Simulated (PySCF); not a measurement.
## Exercise with solution: dipole moment from atomic charges

Al(H)(Me)(PH2) (CH6AlP), SMILES [CH3][AlH][PH2]. Atoms are numbered in the order given.

```xyz
9

Al    -0.2901     0.0193    -0.7719
H     -0.9676    -0.8445    -1.9210
C     -0.0072     1.9448    -1.0005
H      0.6546     2.1407    -1.8634
H      0.4374     2.4315    -0.1179
H     -0.9627     2.4527    -1.2238
P      0.1670    -1.0342     1.2674
H      1.4199    -0.3766     1.4708
H      0.7274    -2.2108     0.6816
```
Charge 0, spin multiplicity 1.

Geometry: B3LYP-D3(BJ)/def2-SVP. The values are those of a single conformer.

Charges (e) from r2SCAN/def2-TZVPD (PySCF):

| atom | ESP fit | IAO |
|---|---|---|
| Al1 | 0.766 | 0.769 |
| H2 | -0.278 | -0.213 |
| C3 | -0.722 | -0.825 |
| H4 | 0.146 | 0.162 |
| H5 | 0.158 | 0.156 |
| H6 | 0.168 | 0.163 |
| P7 | -0.351 | -0.229 |
| H8 | 0.060 | 0.006 |
| H9 | 0.055 | 0.011 |

The dipole moment of the full density is 1.20 D.

What dipole moment does each set of point charges give, and which comes closer to that of the density?


μ = Σ q r, and 1 e Å = 4.8032 D.
ESP fit: Σ q r = (0.122, 0.173, -0.150) e Å, |μ| = 1.25 D.
IAO: Σ q r = (-0.015, -0.074, -0.153) e Å, |μ| = 0.82 D.
ESP fit comes closer in size. Point charges leave out the atoms' own dipoles (lone pairs, polarised bonds); fits to the potential absorb them, partitions of the density don't.
